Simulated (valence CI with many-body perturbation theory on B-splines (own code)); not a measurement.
E1 transitions of Pm⁵³⁺

Calculated by relativistic CI+MBPT: six valence electrons over a frozen Dirac-Fock core [He], radial functions for each j: 9 s, 9 p, 8 d, 6 f, 3 g, 1 h, with the one-electron correlation potential Σ1, the two-electron term Σ2, the three-electron term Σ3, Breit, model QED; selected CI, second order for the rest, scaled by the run's own slope (own B-spline code, finite nucleus).

No measured spectrum was set against this ion. As an estimate, large intervals hold to a few tenths of a per cent, small ones and those within an open d or f shell to about a per cent. Among the levels kept, up to 2100 cm⁻¹ of a level comes from second order outside the variational space, and about a tenth of that is noise between levels of different J, which matters for small intervals.

Lines 1 to 50 of 222 in falling wavelength, among levels below 54414 × 10³ cm⁻¹, chosen from the strongest by gf and those to the six lowest levels. Wavelengths and rates use the calculated energies. Electric multipoles are in the length gauge with retardation, E1 and E2 with the static RPA response of the core. Weak lines are less certain than strong ones. Lines between different terms over intervals too small for the method are left out, as are lines whose strength nearly cancels. The highest levels of a list are the least certain.

Levels are named by their leading jj configuration (3d3/2^4 stands for four electrons in 3d with j = 3/2), which in mixed levels can hold well under half, so a name can repeat and another be missing. Letters in brackets count levels of one name in rising energy.

| λ vac (Å) | Upper | Lower | A (s⁻¹) | S (a.u.) with core polarisation | S without |
| --- | --- | --- | --- | --- | --- |
| 178.0 | (2s 2p1/2^2 2p3/2^2 3p1/2) J=3 | (2s 2p1/2^2 2p3/2^2 3s) J=2 [a] | 1.66e+09 | 3.24e-02 | 3.24e-02 |
| 148.4 | (2s^2 2p1/2 2p3/2^2 3p1/2) J=3 | (2s^2 2p1/2 2p3/2^2 3s) J=2 [b] | 4.76e+09 | 5.38e-02 | 5.38e-02 |
| 145.4 | (2s^2 2p1/2 2p3/2^2 3p1/2) J=1 [b] | (2s^2 2p1/2 2p3/2^2 3s) J=1 [b] | 6.20e+09 | 2.82e-02 | 2.82e-02 |
| 145.3 | (2s^2 2p1/2^2 2p3/2 3p1/2) J=2 | (2s^2 2p1/2^2 2p3/2 3s) J=1 | 4.59e+09 | 3.48e-02 | 3.48e-02 |
| 142.2 | (2s^2 2p1/2 2p3/2^2 3p1/2) J=2 [a] | (2s^2 2p1/2 2p3/2^2 3s) J=1 [a] | 3.91e+09 | 2.78e-02 | 2.78e-02 |
| 139.3 | (2s^2 2p1/2 2p3/2^2 3p1/2) J=1 [a] | (2s^2 2p1/2 2p3/2^2 3s) J=2 [a] | 8.82e+09 | 3.53e-02 | 3.53e-02 |
| 137.8 | (2s^2 2p1/2 2p3/2^2 3p1/2) J=3 | (2s^2 2p1/2 2p3/2^2 3s) J=3 | 5.05e+09 | 4.56e-02 | 4.56e-02 |
| 136.5 | (2s^2 2p1/2^2 2p3/2 3p1/2) J=1 | (2s^2 2p1/2^2 2p3/2 3s) J=2 | 9.50e+09 | 3.58e-02 | 3.58e-02 |
| 133.8 | (2s^2 2p1/2^2 2p3/2 3p1/2) J=2 | (2s^2 2p1/2^2 2p3/2 3s) J=2 | 6.61e+09 | 3.91e-02 | 3.91e-02 |
| 128.3 | (2s^2 2p1/2 2p3/2^2 3p1/2) J=2 [a] | (2s^2 2p1/2 2p3/2^2 3s) J=2 [a] | 6.06e+09 | 3.16e-02 | 3.16e-02 |
| 125.7 | (2s^2 2p1/2 2p3/2^2 3d3/2) J=3 [a] | (2s^2 2p1/2 2p3/2^2 3p3/2) J=3 [b] | 2.61e+09 | 1.79e-02 | 1.79e-02 |
| 123.0 | (2s^2 2p1/2 2p3/2^2 3d3/2) J=4 | (2s^2 2p1/2 2p3/2^2 3p3/2) J=4 | 1.93e+09 | 1.59e-02 | 1.59e-02 |
| 121.0 | (2s^2 2p1/2^2 2p3/2 3d3/2) J=3 | (2s^2 2p1/2^2 2p3/2 3p3/2) J=3 | 2.76e+09 | 1.69e-02 | 1.69e-02 |
| 111.2 | (2s 2p1/2^2 2p3/2^2 3p1/2) J=2 | (2s^2 2p1/2 2p3/2^2 3p3/2) J=3 [a] | 6.66e+09 | 2.26e-02 | 2.26e-02 |
| 111.2 | (2s 2p1/2^2 2p3/2^2 3p1/2) J=3 | (2s^2 2p1/2 2p3/2^2 3p3/2) J=3 [a] | 6.06e+09 | 2.88e-02 | 2.88e-02 |
| 111.1 | (2s^2 2p1/2 2p3/2^2 3p1/2) J=2 [b] | (2s^2 2p1/2 2p3/2^2 3s) J=2 [b] | 4.55e+09 | 1.54e-02 | 1.54e-02 |
| 105.0 | (2s^2 2p1/2 2p3/2^2 3p1/2) J=2 [b] | (2s^2 2p1/2 2p3/2^2 3s) J=3 | 1.70e+10 | 4.86e-02 | 4.86e-02 |
| 102.7 | (2s^2 2p1/2 2p3/2^2 3p1/2) J=0 | (2s^2 2p1/2 2p3/2^2 3s) J=1 [b] | 2.97e+10 | 1.58e-02 | 1.59e-02 |
| 97.04 | (2s^2 2p1/2^2 2p3/2 3d5/2) J=2 | (2s^2 2p1/2^2 2p3/2 3p3/2) J=2 | 1.04e+10 | 2.34e-02 | 2.34e-02 |
| 97.02 | (2s^2 2p1/2 2p3/2^2 3d5/2) J=4 | (2s^2 2p1/2 2p3/2^2 3p3/2) J=3 [b] | 8.91e+09 | 3.62e-02 | 3.62e-02 |
| 95.46 | (2s^2 2p1/2^2 2p3/2 3d5/2) J=1 | (2s^2 2p1/2^2 2p3/2 3p3/2) J=0 | 1.55e+10 | 2.00e-02 | 2.00e-02 |
| 87.97 | (2s^2 2p1/2^2 2p3/2 3d5/2) J=4 | (2s^2 2p1/2^2 2p3/2 3p3/2) J=3 | 3.87e+10 | 1.17e-01 | 1.17e-01 |
| 87.84 | (2s^2 2p1/2^2 2p3/2 3d5/2) J=3 | (2s^2 2p1/2^2 2p3/2 3p3/2) J=2 | 3.26e+10 | 7.62e-02 | 7.62e-02 |
| 86.13 | (2s^2 2p1/2 2p3/2^2 3d5/2) J=3 | (2s^2 2p1/2 2p3/2^2 3p3/2) J=2 [a] | 2.85e+10 | 6.30e-02 | 6.30e-02 |
| 82.71 | (2s^2 2p1/2^2 2p3/2 3d5/2) J=2 | (2s^2 2p1/2^2 2p3/2 3p3/2) J=1 | 2.76e+10 | 3.85e-02 | 3.85e-02 |
| 81.58 | (2s^2 2p1/2 2p3/2^2 3d5/2) J=4 | (2s^2 2p1/2 2p3/2^2 3p3/2) J=3 [a] | 2.91e+10 | 7.01e-02 | 7.01e-02 |
| 80.53 | (2s^2 2p1/2 2p3/2^2 3d5/2) J=3 | (2s^2 2p1/2 2p3/2^2 3p3/2) J=3 [a] | 6.60e+09 | 1.19e-02 | 1.19e-02 |
| 75.84 | (2s^2 2p1/2^2 2p3/2 3d5/2) J=3 | (2s^2 2p1/2^2 2p3/2 3p3/2) J=3 | 8.36e+09 | 1.26e-02 | 1.26e-02 |
| 72.00 | (2s^2 2p1/2^2 2p3/2 3d5/2) J=1 | (2s^2 2p1/2^2 2p3/2 3p3/2) J=1 | 3.20e+10 | 1.77e-02 | 1.77e-02 |
| 51.96 | (2s^2 2p1/2 2p3/2^2 3p3/2) J=3 [b] | (2s^2 2p1/2 2p3/2^2 3s) J=2 [b] | 4.34e+10 | 2.10e-02 | 2.10e-02 |
| 51.32 | (2s^2 2p1/2 2p3/2^2 3p3/2) J=1 [a] | (2s^2 2p1/2 2p3/2^2 3s) J=2 [b] | 1.30e+11 | 2.60e-02 | 2.60e-02 |
| 50.99 | (2s^2 2p3/2^4) J=0 | (2s 2p1/2^2 2p3/2^3) J=1 | 1.62e+09 | 1.06e-04 | 1.06e-04 |
| 50.84 | (2s^2 2p1/2 2p3/2^2 3p3/2) J=3 [a] | (2s^2 2p1/2 2p3/2^2 3s) J=2 [a] | 8.40e+10 | 3.81e-02 | 3.81e-02 |
| 50.73 | (2s^2 2p1/2 2p3/2^2 3p3/2) J=2 [a] | (2s^2 2p1/2 2p3/2^2 3s) J=1 [a] | 7.84e+10 | 2.52e-02 | 2.52e-02 |
| 50.59 | (2s^2 2p1/2 2p3/2^2 3p3/2) J=3 [b] | (2s^2 2p1/2 2p3/2^2 3s) J=3 | 1.74e+10 | 7.78e-03 | 7.77e-03 |
| 49.95 | (2s^2 2p1/2 2p3/2^2 3p3/2) J=0 | (2s^2 2p1/2 2p3/2^2 3s) J=1 [a] | 2.42e+11 | 1.49e-02 | 1.49e-02 |
| 49.79 | (2s^2 2p1/2^2 2p3/2 3p3/2) J=1 | (2s^2 2p1/2^2 2p3/2 3s) J=1 | 2.03e+11 | 3.70e-02 | 3.70e-02 |
| 49.76 | (2s^2 2p1/2 2p3/2^2 3p3/2) J=2 [b] | (2s^2 2p1/2 2p3/2^2 3s) J=1 [b] | 6.54e+10 | 1.99e-02 | 1.99e-02 |
| 49.45 | (2s^2 2p1/2 2p3/2^2 3d3/2) J=2 [b] | (2s^2 2p1/2 2p3/2^2 3p1/2) J=2 [b] | 1.09e+11 | 3.26e-02 | 3.26e-02 |
| 49.05 | (2s^2 2p1/2 2p3/2^2 3d3/2) J=3 [b] | (2s^2 2p1/2 2p3/2^2 3p1/2) J=2 [b] | 1.06e+11 | 4.31e-02 | 4.31e-02 |
| 48.86 | (2s^2 2p1/2 2p3/2^2 3d3/2) J=3 [a] | (2s^2 2p1/2 2p3/2^2 3p1/2) J=3 | 1.60e+10 | 6.45e-03 | 6.45e-03 |
| 48.84 | (2s^2 2p1/2 2p3/2^2 3p3/2) J=2 [a] | (2s^2 2p1/2 2p3/2^2 3s) J=2 [a] | 1.12e+11 | 3.21e-02 | 3.21e-02 |
| 48.82 | (2s^2 2p1/2 2p3/2^2 3d3/2) J=1 [b] | (2s^2 2p1/2 2p3/2^2 3p1/2) J=2 [b] | 1.11e+11 | 1.91e-02 | 1.91e-02 |
| 48.75 | (2s^2 2p1/2 2p3/2^2 3p3/2) J=3 [c] | (2s^2 2p1/2 2p3/2^2 3s) J=2 [b] | 7.31e+10 | 2.92e-02 | 2.92e-02 |
| 48.60 | (2s^2 2p1/2 2p3/2^2 3p3/2) J=1 [c] | (2s^2 2p1/2 2p3/2^2 3s) J=0 | 1.04e+11 | 1.76e-02 | 1.76e-02 |
| 48.57 | (2s^2 2p1/2 2p3/2^2 3p3/2) J=4 | (2s^2 2p1/2 2p3/2^2 3s) J=3 | 2.76e+11 | 1.41e-01 | 1.41e-01 |
| 48.40 | (2s^2 2p1/2^2 2p3/2 3p3/2) J=3 | (2s^2 2p1/2^2 2p3/2 3s) J=2 | 2.79e+11 | 1.09e-01 | 1.09e-01 |
| 48.37 | (2s^2 2p1/2^2 2p3/2 3p3/2) J=1 | (2s^2 2p1/2^2 2p3/2 3s) J=2 | 5.10e+10 | 8.54e-03 | 8.54e-03 |
| 47.93 | (2s 2p1/2^2 2p3/2^2 3p1/2) J=2 | (2s^2 2p1/2 2p3/2^2 3p1/2) J=2 [a] | 5.93e+10 | 1.61e-02 | 1.61e-02 |
| 47.78 | (2s^2 2p1/2^2 2p3/2 3d3/2) J=2 | (2s^2 2p1/2^2 2p3/2 3p1/2) J=2 | 9.53e+10 | 2.57e-02 | 2.57e-02 |
